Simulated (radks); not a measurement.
Fractional charge and spin in the 5s shell of xenon: the spin-up occupation runs from 0 to 1 and the spin-down occupation from 0 to 1; the fullest corner is Xe, [Kr] 4d10 5p6 5s(up 1, down 1). All-electron calculation, scalar-relativistic Kohn-Sham, PBEsol, spin-polarised, spherical densities, finite nucleus; Fermi nuclear charge, rms radius of each element as measured or else 0.836 A^(1/3) + 0.57 fm. Program: a radial shooting solver on a logarithmic mesh with Libxc functionals. Energy (eV) above the fullest corner. The planes named below are the two flat planes that join the four corners, with an edge along up + down = one added electron.

down \ up,0,0.5,1
0,59.990,40.934,24.519
0.5,40.934,24.726,11.053
1,24.519,11.053,0.000

Corners above the fullest one (they belong to Xe+ and the next ion): (up 1, down 0) 24.519 eV, (up 0, down 1) 24.519 eV, (up 0, down 0) 59.990 eV. With half an added electron in each spin the energy lies 0.208 eV from the planes, and with half an added electron in spin up alone -1.320 eV. The planes are only a guide here: the flat-plane condition holds for ground states with one frontier orbital, while this shell lies below other occupied shells, so the corners above the fullest one are inner-hole states and not the ground states of those ions.
